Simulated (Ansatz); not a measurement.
Reaction (ligand exchange at the Si–C bond): `CC(C)[Si]N` + `[SiH3]N[SiH3]` → `N[Si]N([SiH3])[SiH3]` + `CCC`

Calculated with Ansatz (gas phase, PBE0-D4/def2-TZVP geometries, no zero-point term in ΔE). CBS: MP2 limit from def2 TZ/QZ plus the TZ coupled-cluster correction, frozen cores. This one scheme is used for every species. DFT in def2-TZVPP. B3LYP here is the variant with VWN-RPA as its local correlation; programs differ in this. Each species was taken in one conformer, which may not be the lowest.

| level | ΔE (kJ/mol) | difference from CCSD(T)/CBS |
| --- | --- | --- |
| PBE-D4 | -113.0 | 3.0 |
| BLYP-D4 | -117.5 | -1.5 |
| r2SCANh-D4 | -118.3 | -2.3 |
| r2SCAN0-D4 | -118.6 | -2.6 |
| ωB97X-V | -115.1 | 0.9 |
| PBE-QIDH | -117.2 | -1.2 |
| revPBE | -108.7 | 7.3 |
| r2SCAN | -117.5 | -1.5 |
| PBE0 | -112.3 | 3.7 |
| B3LYP | -113.9 | 2.1 |
| RPA@PBE/def2-TZVPP | -115.1 | 0.9 |
| CCSD/def2-SVP | -115.4 | 0.6 |
| CCSD(T)/def2-TZVPP | -117.3 | -1.3 |
| HF/def2-QZVPP | -120.3 | -4.3 |
| MP2/def2-QZVPP | -119.1 | -3.1 |
| HF/CBS(def2) | -120.3 | -4.3 |
| CCSD(T)/CBS | -116.0 | 0 |

Question: What do rigid-rotor, harmonic-oscillator terms from PBE0-D4/def2-TZVP frequencies (298.15 K, 1 bar) make of the CCSD(T)/CBS value? (An estimate is asked.)

Answer: The calculation gave: ΔZPE = +2.8 kJ/mol, ΔH = -113.8 kJ/mol, ΔS = -28 J/(mol·K), ΔG = -105.4 kJ/mol. Modes under 50 cm⁻¹ make the entropy rough.

Largest T1 diagnostic among the species: 0.013.

The D4 term adds −4.9 kJ/mol with B3LYP and −2.6 kJ/mol with PBE0; it sums over pairs of atoms, weighted by their polarisabilities, and B3LYP, whose exchange is more repulsive, gets the larger term. From BLYP to BHLYP (50 % exact exchange), in def2-TZVPP and without D4, ΔE moves by −5.2 kJ/mol. Leaving LDA and LC-ωPBE aside and taking each functional with its dispersion term where it has one, the values, not all of them listed here, spread over 10.3 kJ/mol, from BHLYP-D4 to PBE-D4.
